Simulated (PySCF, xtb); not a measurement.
Se(F)(NMe2) (C₂H₆FNSe), SMILES F[Se]N(C)C. Other conformers were not sampled.

Harmonic wavenumbers (cm⁻¹) from GFN2-xTB in xtb at its own minimum, in rising order: 92, 112, 177, 188, 269, 312, 335, 430, 559, 968, 1039, 1075, 1107, 1195, 1228, 1407, 1415, 1459, 1469, 1479, 1487, 2941, 2943, 2977, 2981, 3026, 3028.

Question: What does PBE-D3(BJ)/def2-SVP in PySCF give at its own minimum? (The exact figures need the calculation; the answer reports its results.)

Answer: 109, 122, 194, 209, 314, 334, 353, 557, 595, 969, 1022, 1063, 1106, 1201, 1226, 1361, 1385, 1397, 1410, 1417, 1437, 2930, 2935, 3005, 3009, 3091, 3092. Paired by order, the mean absolute difference is 32 cm⁻¹ and the zero-point energies are 51.0 and 51.2 kcal/mol.
